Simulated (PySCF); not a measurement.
The numbers are results of TPSSh-D3(BJ)/def2-TZVP // CAM-B3LYP-D3(BJ)/def2-TZVP (PySCF), not measurements. Gas-phase values, no solvent. One relaxed conformer stands for a flexible species; it need not be the lowest. Excitations are Tamm–Dancoff values on a coarser integration grid. The basis has no diffuse functions, so Rydberg states are missing or too high.

Reference species (SMILES): `C=C(C(=C)C)B` (neutral, multiplicity 1).

```json
{
  "HOMO": "-6.38 eV",
  "S1–T1 gap (TDA)": "1.30 eV",
  "brightest of the four lowest singlets (TDA)": "5.98 eV"
}
```

Changed species: `BC(=C)/C=C/C`.

Task: Give the shifts of the HOMO, S1–T1 gap (TDA) and brightest of the four lowest singlets (TDA).

Result: the HOMO rises by 0.23 eV, to -6.15 eV; the S1–T1 gap (TDA) falls by 0.03 eV, to 1.27 eV; the brightest of the four lowest singlets (TDA) is nearly the same.
